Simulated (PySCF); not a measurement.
# Electron correlation in In³⁺ (indium, charge +3)

[Kr] 4d10, closed-shell 1S. Calculation: PySCF 2.14, in x2c-TZVPPall with one added diffuse shell each of s, p, d, f type (9s7p5d3f, 76 functions); scalar relativity by spin-free X2C-1e. Frozen: [Ar] 3d10; 18 electrons correlated.

| level | correlation energy (mhartree) |
| --- | --- |
| CCSD | -247.56 |
| (T) | -3.78 |
| CCSD(T) | -251.34 |

Diagnostics: T1 = 0.0066, D1 = 0.0124, largest double amplitude 0.013.

**Question.** Is a single reference adequate?

**Answer.** Yes, within this model without spin-orbit coupling: T1 lies below 0.03 and no double amplitude reaches 0.07.

This basis was not built for core-valence correlation, so the inner-shell part is incomplete.
